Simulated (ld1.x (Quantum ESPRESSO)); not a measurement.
**rhenium (Re): one change to a TM potential, before and after**

| Property | Result |
| --- | --- |
| Element | rhenium (Re) |
| Generator | ld1.x (Quantum ESPRESSO) 7.5 |
| Type | norm-conserving Troullier–Martins (Kleinman–Bylander form) |
| Functional | LDA (PZ) |
| Relativity | scalar-relativistic |
| Frozen core | [Xe] 4f14 |
| Valence charge | 7 |
| Reference configuration | 5d5 6s2 6p0 |
| Partial waves | 6p (bound, empty): rc 2.50 bohr; 5d (bound): rc 1.75 bohr; 6s (bound): rc 2.80 bohr |
| Local potential | the s channel |
| Core correction | Bessel-smoothed model core, default radius (core density twice the valence density) |

All-electron outer shells of the reference configuration (LDA (PZ), scalar-relativistic, ld1.x):

| shell | level (eV) | outermost node (bohr) | outermost maximum (bohr) |
| --- | --- | --- | --- |
| 5p | -47.21 | 0.56 | 1.06 |
| 4f | -42.60 | – | 0.41 |
| 6s | -6.16 | 1.24 | 2.54 |
| 5d | -5.57 | 0.62 | 1.43 |
| 6p | -1.44 | 1.48 | 3.61 |

Change: all radii but the core radius scaled by about 0.90 (s 2.54, p 2.26, d 1.58 bohr).

Cutoffs: the cutoffs (Ry, on a coarse ladder) from which the occupation-weighted sum of valence levels, in a spherical-Bessel basis at the reference potential, stays within 10 and 1 mRy of its value at 400 Ry; they do not see the model core or the augmentation charge, which bear on the density cutoff. Errors are all-electron minus pseudo energies relative to the spin-unpolarised reference configuration.

Predict the effect on cutoff, ghosts and configuration errors.

The potential gets harder (35 Ry and 40 Ry → 35 Ry and 55 Ry); a bound ghost appears in p, which as a rule spoils a file; of the 9 tests that both files solve, the error grows in 2 and shrinks in 0 by more than 15 % and 0.3 meV (median size 35.5 → 40.7 meV). A smaller radius makes the pseudo-wave follow the all-electron one further in, where it bends more sharply, so more plane waves are needed.

```tsv
quantity	base	changed
cutoff, loose	35 Ry	35 Ry
cutoff, tight	40 Ry	55 Ry
bound ghosts	none	p
error for 5d5 6s1 6p0, meV [ΔE 9.52 eV]	-9.4	-10
error for 5d5 6s0 6p0, meV [ΔE 26.20 eV]	-45	-47
error for 5d4 6s0 6p0, meV [ΔE 53.64 eV]	-176	-165
error for 5d4 6s2 6p1, meV [ΔE 5.12 eV]	-70	-61
error for 5d6 6s1 6p0, meV [ΔE 0.97 eV]	-58	-64
error for 5d5 6s1 6p1, meV [ΔE 4.87 eV]	-3.4	-5.3
error for 5d5 6s1.5 6p0, meV [ΔE 3.90 eV]	-2.7	-3.0
error for 5d5 6s2 6p0 (spin-polarised), meV [ΔE -3.11 eV]	+5.0	+7.8
error for 5d5 6s1 6p0 (spin-polarised), meV [ΔE 5.05 eV]	+36	+41
```

 A true bound ghost makes a file unfit for plane-wave use even where its test errors are small: the radial tests pick states by their node count and pass the ghost by.
